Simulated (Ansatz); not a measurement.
A structure relaxed at PBE-D4/def2-SVP in Ansatz, charge 0, singlet:

```xyz
54

Al   -3.3114    1.2656    1.0204
N    -3.9726   -0.5932    0.7007
Al   -0.8318    2.8891    0.8936
N     0.6670    2.7802    2.1588
N    -1.4133    1.1287    0.5813
Al   -0.5131   -0.0863    1.7625
Al   -2.6465   -1.8780    0.0992
N    -1.2113   -1.8704    1.3813
Al    2.1326    1.5585    1.6916
N     1.3552   -0.1140    1.3265
Al    2.3487   -1.2752    2.5426
Al    0.1430   -3.1300    0.8496
N     1.5494   -3.0723    2.1874
N     0.0456    3.5021   -0.7537
Al   -1.1586    0.6636   -1.2627
N    -1.8229   -1.1599   -1.4850
Al    1.4541    2.3468   -1.4889
N     2.7604    2.2832   -0.0230
N     0.7215    0.6223   -1.6436
Al    1.6614   -0.6019   -0.5037
Al   -0.4954   -2.3884   -2.1423
N     0.8492   -2.3588   -0.7659
Al    1.0535    0.2295   -3.5278
N     0.2849   -1.6034   -3.7379
H    -3.5175    1.5065    2.6007
H    -4.0869    2.1679   -0.0670
H    -4.4193   -0.9329    1.5670
H    -4.7490   -0.5499    0.0219
H    -1.8924    3.9781    1.3897
H     0.2605    2.4008    3.0357
H     1.0133    3.7142    2.4291
H    -0.7571    0.2975    3.3105
H    -3.3486   -3.3028   -0.1042
H    -1.6086   -2.2227    2.2700
H     3.2950    1.6497    2.7858
H     1.9705   -0.9559    4.0766
H     3.8852   -1.4121    2.0754
H    -0.3751   -4.6374    0.6948
H     1.1975   -3.4536    3.0797
H     2.3088   -3.7195    1.9233
H     0.3484    4.4866   -0.6871
H    -0.7018    3.5186   -1.4744
H    -1.9426    1.6747   -2.2456
H    -2.5638   -1.1131   -2.2066
H     2.1079    3.0290   -2.7788
H     3.2539    3.1820    0.0945
H     3.5020    1.6307   -0.3430
H     3.2362   -0.6497   -0.8515
H    -1.0552   -3.8472   -2.4928
H     1.6095   -2.9857   -1.0836
H     0.1458    1.1644   -4.4764
H     2.6307    0.0452   -3.8044
H    -0.4186   -1.5763   -4.4928
H     1.0217   -2.2245   -4.1077
```

Question: Give its formula and point group.

Answer: Al₁₂N₁₂H₃₀, a nanocrystal cut from wurtzite AlN (hydrogen-capped). Point group C3v (tolerance 0.1 Å).

Question: Summarise the bond lengths by kind (pairs closer than 1.2 times the sum of covalent radii, bridged metal pairs left out).

Answer: 33 × Al–N 1.88 to 2.00 Å; 15 × H–N 1.03 to 1.04 Å; 15 × Al–H 1.60 to 1.61 Å.

Single mean-field runs in def2-SVP are fitted with def2-universal-jkfit.
